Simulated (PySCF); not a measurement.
**Unknown compound**

Molecular formula: C9H11P. Simulated spectra:

$^{1}$H NMR (500 MHz, computed): δ 8.76 (m, 1H), 8.03 (m, 1H), 7.54 (m, 1H), 2.63 (s, 3H), 1.71 (m, 1H), 1.08 (m, 2H), 0.80 (m, 2H).

$^{13}$C{$^{1}$H} NMR (computed): δ 160.1 (CH), 156.1 (C), 150.6 (CH), 148.0 (C), 136.8 (CH), 27.7 (CH3), 20.8 (CH), 15.1 (CH2).

Isolated molecule, fast rotation and ring inversion assumed for equivalent nuclei, non-relativistic, a single conformation. Shieldings: GIAO PBE0/pcSseg-1; structure optimised with GFN2-xTB; PySCF 2.14.

Shifts are taken against calculated references (same method and geometry level): $^{1}$H, $^{13}$C vs TMS.

Question: Which candidate is it?
A. CP1Cc2ccccc2C1
B. Cc1cpcc(C2CC2)c1
C. Cc1ccc(C2CC2)pc1
D. Cc1cpccc1C1CC1

Answer: B. 

- 8 carbon signals for 9 carbons: some carbons are equivalent by symmetry or fast rotation.
- Carbon types of the structure: 2 × C, 4 × CH, 2 × CH2, 1 × CH3, which accounts for all hydrogens.
- δC 160.1, 150.6, 136.8: aromatic CH.
- δC 156.1, 148.0: substituted aromatic carbon.
- δC 20.8, 15.1: three-membered-ring carbon; carbons of three-membered rings are unusually shielded.
- δH 8.76, 8.03, 7.54: hydrogen on an aromatic CH; ring-current deshielding.
- δH 2.63: hydrogen on a methyl carbon on an aromatic ring; benzylic-type position, deshielded by the ring.

The others: Cc1cpccc1C1CC1 has carbons computed at 164.8, 163.3, 150.1, 147.7, 139.2, 27.3, 20.7, 8.6; Cc1ccc(C2CC2)pc1 has carbons computed at 188.1, 164.2, 144.8, 138.0, 135.1, 26.7, 25.1, 22.9; CP1Cc2ccccc2C1 would give 5 carbon signals, not 8.

Splittings by $^{31}$P in the carbon and heteronuclear signals aren't shown, as no couplings were computed. Shifts are as computed. Against solution values, carbons near 30 ppm lie about +3 ppm off and those near 130 ppm about +5 ppm. Of 1211 compounds with measured shifts, 218 miss one by over three times the rms of a fit or turn the order of signals round; such compounds aren't used in these exercises. No couplings were computed; multiplicities are counted from neighbouring protons, with m where these are inequivalent, close in shift, in a saturated or five-membered ring or joined by F or P, and br s for small geminal =CH2 splittings.
